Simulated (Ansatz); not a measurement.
def2 core potentials replace the inner electrons of Sb.

Cartesian coordinates (Å):
SMILES: [OH][Sb]([OH])[CH2]CCC
```xyz
18

C     -2.7889     0.7569     0.0469
C     -1.6495    -0.1949     0.4082
C     -0.3847     0.0377    -0.4240
C      0.7622    -0.9065    -0.0693
Sb     2.6280    -0.4110    -1.0931
O      3.6391    -1.1522     0.4783
O      2.6146     1.5214    -0.5509
H     -2.4881     1.8082     0.1890
H     -3.0868     0.6403    -1.0085
H     -3.6810     0.5770     0.6674
H     -1.9804    -1.2413     0.2808
H     -1.3979    -0.0879     1.4787
H     -0.6378    -0.0625    -1.4962
H     -0.0493     1.0823    -0.2985
H      1.0272    -0.8580     1.0006
H      0.5135    -1.9572    -0.2939
H      4.5908    -1.1607     0.3011
H      2.3691     1.6084     0.3833
```
Charge 0, spin multiplicity 1.

### Question
Estimate the hole reorganisation energy (four-point), HOMO–LUMO gap, adiabatic ionisation energy (no zero-point term), vertical ionisation energy (Delta-SCF) and total energy that PBE0-D3(BJ)/def2-TZVP // B3LYP-D3(BJ)/def2-SVP run with Ansatz (an electronic-structure program) returns for this input.

### Answer

```yaml
hole reorganisation energy (four-point): 1.205 eV
HOMO–LUMO gap: 6.32 eV
adiabatic ionisation energy (no zero-point term): 8.25 eV
vertical ionisation energy (Delta-SCF): 8.91 eV
total_energy: -549.5752 Ha
```
